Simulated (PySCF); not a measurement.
Species: AlBrClF.
Bonds: F1–Al2, Al2–Cl3, Al2–Br4.

Vertical excitations from PySCF (density fitting, frozen core in the response, grid level 2 and gas phase unless stated; continuum runs use non-equilibrium linear response for the excitations) on a GFN2-xTB geometry. Reference run:

```tsv
settings	S1, eV (f)	S2, eV (f)	S3, eV (f)	S4, eV (f)	S5, eV (f)	S6, eV (f)	T1, eV (Tamm–Dancoff)	mean α (au)
PBE0/def2-SVPD, full TDDFT, 6 singlets	6.19 (0.019)	6.37 (0.028)	6.62 (0.000)	7.09 (0.019)	7.40 (0.075)	7.54 (0.049)	5.90	55.6
```

Task: What do these settings give: OPBE/def2-SVPD, TDA, 12 singlets?

Result: 
```csv
settings,"S1, eV (f)","S2, eV (f)","S3, eV (f)","S4, eV (f)","S5, eV (f)","S6, eV (f)","T1, eV (Tamm–Dancoff)",mean α (au)
"OPBE/def2-SVPD, TDA, 12 singlets",5.81 (0.016),6.01 (0.027),6.28 (0.000),6.76 (0.014),6.96 (0.059),7.08 (0.039),5.57,56.9
```

S1 moves by -0.38 eV; functional and response scheme change together, so the shift can't be laid on one. States are counted by energy in each run and needn't keep their character from row to row.

Task: Which orbital pairs make up S1 in each run, and how does it sit against the orbital gap?

Result: 
```json
{"settings": "PBE0/def2-SVPD, full TDDFT, 6 singlets", "S1 configurations (weight)": "H→L 0.99", "S1 (eV)": "6.19", "orbital gap (eV)": "7.51", "S1 − gap (eV)": "-1.32"}
{"settings": "OPBE/def2-SVPD, TDA, 12 singlets", "S1 configurations (weight)": "H→L 1.00", "S1 (eV)": "5.81", "orbital gap (eV)": "5.71", "S1 − gap (eV)": "+0.10"}
```

 Relativistic effects, spin–orbit coupling among them, are left out although an element past zinc is present.
